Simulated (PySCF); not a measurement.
# Peak assignment

Structure with atom numbers: `[CH3:1][CH2:2][O:3][SiH2:4][N:5]([SiH3:6])[SiH3:7]`. Each H is labelled by its parent atom.

Relativity neglected, rapidly exchanging positions averaged, isolated molecule, one computed conformer. GFN2-xTB geometry; σ from GIAO-PBE0/pcSseg-1; PySCF.

Chemical shifts δ = σref − σ; $^{13}$C (σref 186.93) and $^{1}$H (σref 31.72) vs TMS, all at this level.

Q: Assign these signals to the numbered atoms. $^{13}$C{$^{1}$H} NMR (computed): δ 61.0 (CH2), 20.5 (CH3).

A: 
| δ (ppm) | atoms | environment | reason |
| --- | --- | --- | --- |
| 61.0 | C2 | sp3 CH2 bonded to O | the inductive effect lowers its shielding |
| 20.5 | C1 | methyl carbon | saturated and bonded to C and H only |

Q: Assign these signals to the numbered atoms. $^{1}$H NMR (400 MHz, computed): δ 5.18 (s, 2H), 4.76 (s, 6H), 4.06 (q, 2H), 1.40 (t, 3H).

A: 
| δ (ppm) | atoms | environment | reason |
| --- | --- | --- | --- |
| 5.18 | H(Si4) | hydrogen on a silicon bonded to N, O | – |
| 4.76 | H(Si6)/H(Si7) | hydrogen on a silicon bonded to N | – |
| 4.06 | H(C2) | hydrogen on an sp3 CH2 bonded to O | its carbon carries O, hence the downfield position |
| 1.40 | H(C1) | hydrogen on a methyl carbon | – |

Shifts are as computed. Against solution values, carbons near 30 ppm lie about +3 ppm off and those near 130 ppm about +5 ppm. Of 1309 compounds with measured shifts, 239 miss one by over three times the rms of a fit or turn the order of signals round; such compounds aren't used in these exercises. Multiplicities follow the n + 1 count of equivalent neighbours, as no J values were calculated; m marks all less simple cases, F and P coupling included.
